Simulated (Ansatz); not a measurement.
Isolated molecules relaxed with PBE0-D4/def2-TZVP in Ansatz; ΔE leaves out vibrations. CCSD(T)/CBS adds triple-zeta CCSD(T) − MP2 to the extrapolated MP2 energy (def2 sets, frozen cores). For Ge outer-core shells are correlated without core-valence functions, which leaves a few kJ/mol of doubt a bond. Scalar relativity is left out up to krypton. Each species was taken in one conformer, which may not be the lowest.

Reaction (redistribution): `[SiH3][SiH2][GeH2][SiH2][GeH3]` + `CS[SiH2][GeH3]` → `CS[SiH2][SiH3]` + `[GeH3][SiH2][GeH2][SiH2][GeH3]`

```json
{"species": "`[SiH3][SiH2][GeH2][SiH2][GeH3]`", "CCSD(T)/CBS(def2) energy (Eh)": "-5026.67652"}
{"species": "`CS[SiH2][GeH3]`", "CCSD(T)/CBS(def2) energy (Eh)": "-2805.84917"}
{"species": "`CS[SiH2][SiH3]`", "CCSD(T)/CBS(def2) energy (Eh)": "-1018.81081"}
{"species": "`[GeH3][SiH2][GeH2][SiH2][GeH3]`", "CCSD(T)/CBS(def2) energy (Eh)": "-6813.71487"}
```

Task: Work out ΔE.

Result: ΔE = (-1018.81081) + (-6813.71487) − (-5026.67652) − (-2805.84917) = 0.00001 Eh = 0.0 kJ/mol.

Largest T1 diagnostic among the species: 0.013.
